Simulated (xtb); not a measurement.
Cl₂Sn, triplet, geometry from GFN2-xTB (such geometries of metal compounds can be far from the true shape) (the spin is typed, not shown lowest). Base run: GFN0-xTB (xtb).

Geometry (Å):
```xyz
3

Sn     0.0099    -0.0094     0.5895
Cl     1.2474     1.5749    -0.8632
Cl    -1.2766    -1.5471    -0.8707
```
Charge 0, spin multiplicity 3.
All else is at xtb's defaults.
Base energy -10.84872 Eh.

The base run was repeated with changes; each row names its change, and settings that it needs were set with it.

```tsv
change	ΔE vs base (kJ/mol)
base	0.00
acc = 0.0001	0.00
acc = 1000	0.00
```
